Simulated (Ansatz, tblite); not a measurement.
Removing and adding an electron: the cluster Na5H5 (the lowest singlet isomer of a short search). The state is a singlet with charge 0. Geometry: PBE0-D4/def2-SVP. Ansatz, gas phase; energy differences of separate SCF runs; the oxidised species was run as a doublet alone; the reduced species was run as a doublet alone.

Cartesian coordinates in Å:
```
Na -0.1128 1.4496 -2.8695
Na 1.8648 -1.6805 1.9752
Na -1.6909 -0.6556 2.6552
Na -2.8919 1.2765 -0.3396
Na 2.8310 -0.3901 -1.4213
H -2.9565 0.4033 1.4846
H 0.1166 -1.5071 2.9857
H 1.7577 0.6797 -2.7669
H 3.0231 -1.3323 0.3563
H -1.9411 1.7562 -2.0598
```

The xTB rows come from tblite. Correlated methods freeze 5 core orbitals; core or outer-core shells of Na are correlated, in sets that lack core-valence functions. The rows differ in basis, and correlated rows in double-zeta sets carry the largest basis error. In CCSD on the charge 1 doublet the largest single amplitude is 0.41, so its Hartree–Fock determinant may place the open shell otherwise than the density functionals do. HOMO above LUMO, or a gap near zero within one spin, warns that the state may not be the lowest or that an electron is smeared out. The structure comes from a short search, and lower isomers may exist.

Question: Estimate orbital energies and vertical ionisation energies and electron affinities at: GFN1-xTB; GFN2-xTB; PBE-D4/def2-TZVPD; r2SCAN-D4/def2-TZVPD; PBE0-D4/def2-TZVP; PBE0-D4/def2-TZVPD; CCSD/def2-SVP; CCSD(T)/def2-SVP.

Answer: 
```
               level  −HOMO (eV)  vertical IE (eV)  −LUMO (eV)  vertical EA (eV)  HOMO–LUMO gap (eV)  IE − EA (eV)                                                                   remarks
            GFN1-xTB       10.42             12.16        5.60              4.27                4.82          7.89                                                                         –
            GFN2-xTB        9.33             11.00        5.47              3.65                3.87          7.35                                                                         –
   PBE-D4/def2-TZVPD        4.61                 –        0.68              0.01                3.93             –  HOMO above zero (-1 doublet), gap within one spin near zero (-1 doublet)
r2SCAN-D4/def2-TZVPD        4.78                 –        0.23             -0.17                4.55             –  HOMO above zero (-1 doublet), gap within one spin near zero (-1 doublet)
   PBE0-D4/def2-TZVP        5.71              7.20        0.18                 –                5.53             –                                                                         –
  PBE0-D4/def2-TZVPD        5.68                 –        0.27             -0.09                5.41             –                                              HOMO above zero (-1 doublet)
       CCSD/def2-SVP           –              7.82           –                 –                   –             –                                             large T1 (0.052) (+1 doublet)
    CCSD(T)/def2-SVP           –              7.77           –                 –                   –             –                                             large T1 (0.052) (+1 doublet)
```

Run but left out: HF/def2-SVP, MP2/def2-SVP (charge +1 doublet: a determinant that CCSD turns far, T1 0.052); PBE-D4/def2-TZVP, r2SCAN-D4/def2-TZVP (charge +1 doublet: an occupied level 0.22 to 0.24 eV above an empty one).   A HOMO above zero means that the electron is unbound at that level or that self-interaction error raises the level; the energy of removing that electron tells which. Raw xTB energy differences between charge states are shifted by several eV; the methods need an empirical correction for them. A negative affinity means that the extra electron isn't bound; its size then hangs on the basis.
